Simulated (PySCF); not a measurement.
Below is a simulated gas-phase C 1s photoelectron spectrum of SiHMe2(vinyl) (`C([SiH](C)C)=C`).

Every computed line was given a Gaussian of 0.6 eV full width at half maximum and an area set by the number of equivalent atoms; the highest printed point is 100. Theory: delta-SCF UKS SCAN, pcX-2 on the ionised atom, pcseg-1 elsewhere, spin-free X2C (PySCF).

binding energy (eV), intensity and a bar:
```
    289.0          0 
    289.1          0 
    289.2          2 
    289.3          4 #
    289.4         11 ###
    289.5         22 #######
    289.6         39 ############
    289.7         61 ##################
    289.8         82 #########################
    289.9         96 #############################
    290.0        100 ##############################
    290.1         93 ############################
    290.2         77 #######################
    290.3         59 ##################
    290.4         41 ############
    290.5         26 ########
    290.6         15 ####
    290.7          8 ##
    290.8          3 #
    290.9          1 
    291.0          0 
    291.1          0
```

Task: How many maxima does the curve show, and how many computed lines lie under it?

Result: The curve has 1 maximum (at 290.0 eV). Under it lie 3 lines from 3 inequivalent carbon sites. At this width some lines have no maximum of their own.

Task: Decompose the envelope and assign each component. Bonds: Si1–C3, Si1–C7, Si1–C11, C11–C12. Hydrogens: H2 on Si1; H4, H5, H6 on C3; H8, H9, H10 on C7; H13 on C11; H14, H15 on C12.

Result: 
```csv
position (eV),relative area,line,atoms,environment
289.88,1,C 1s,C11,"carbon bonded to C, Si and H"
289.95,2,C 1s,C3/C7,carbon bonded to Si and 3 H
290.26,1,C 1s,C12,carbon bonded to C and 2 H
```

Task: What are the centre and the root-mean-square width of the whole band?

Result: The area-weighted mean of the lines is 290.01 eV. Their own spread about it is 0.15 eV (rms) and each Gaussian has σ = 0.6/2.355 = 0.25 eV; the variances add, which gives 0.29 eV.

Lowest listed C 1s: C11, bonded to C, H and Si. Highest, 0.38 eV above it: C12, bonded to C and 2 H.

Shake-up satellites, vibrational structure and lifetime widths aren't simulated. Atoms equivalent by their bonding share one computed value, that of the first of them. One conformer (not necessarily the lowest) at the PBE0-D3(BJ)/def2-SVP geometry, without solvent, vibrations or thermal averaging.
